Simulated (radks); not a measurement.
Problem. The chromium ion Cr11+ is in [Ne] 3s2 3p(1/2: 1, 3/2: 0). Method: Dirac Kohn-Sham, PBE, spin-unpolarised, spherical densities, finite nucleus; Fermi nuclear charge, rms radius of each element as measured or else 0.836 A^(1/3) + 0.57 fm; computed with a radial shooting solver on a logarithmic mesh with Libxc functionals. Sub-shells are occupied by j as written (lower j first in brackets). One electron is removed from 3s1/2, 3p1/2, 2p1/2, 2p3/2 in turn, with full relaxation. Which removal costs least, and what does each cost?

Solution. 3p1/2 297.47 eV; 3s1/2 326.96 eV; 2p3/2 889.84 eV; 2p1/2 899.07 eV. The 3p1/2 electron leaves first.
